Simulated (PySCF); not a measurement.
The second ionisation energy along the halogens

All values are computed (PySCF 2.14, energy differences of UHF-based or UKS calculations, no spin-orbit coupling). Values in eV. The last column holds reference values (NIST; (s) semi-empirical, (t) theoretical, else measured). Unmarked ones compare directly (S terms, centres of terms, or small fine structure); those marked * lie between the lowest fine-structure levels and include a spin-orbit shift.

```
                           element                         configurations     UHF  MP2 (valence)  SCS-MP2 (valence)  CCSDT (valence)    PBE0  r2SCAN  reference
 F (aug-cc-pVDZ-DK, spin-free X2C)            [He] 2s2 2p4 → [He] 2s2 2p3  33.337         34.230             34.234           34.267  35.240  35.088     34.950
Cl (aug-cc-pVDZ-DK, spin-free X2C)            [Ne] 3s2 3p4 → [Ne] 3s2 3p3  22.510         23.031             23.050           23.072  23.781  23.735     23.771
Br (aug-cc-pVDZ-DK, spin-free X2C)  [Ar] 3d10 4s2 4p4 → [Ar] 3d10 4s2 4p3  20.194         20.644             20.657           20.692  21.352  21.430     21.409
```

```tsv
method	elements	mean error (eV)	mean absolute error (eV)	largest error (eV)
UHF	3	-1.363	1.363	-1.612
MP2 (valence)	3	-0.742	0.742	-0.764
SCS-MP2 (valence)	3	-0.729	0.729	-0.751
CCSDT (valence)	3	-0.700	0.700	-0.716
PBE0	3	0.081	0.119	0.290
r2SCAN	3	0.041	0.065	0.138
```

Errors include the incompleteness of the basis and the frozen core.

"Valence" correlates the outer s and p shells and, in groups 3 to 12 and the f block, the outer d or f shell, open or full, or the next shell where the ion has no valence electron left; the wider scheme adds the next inner shell.
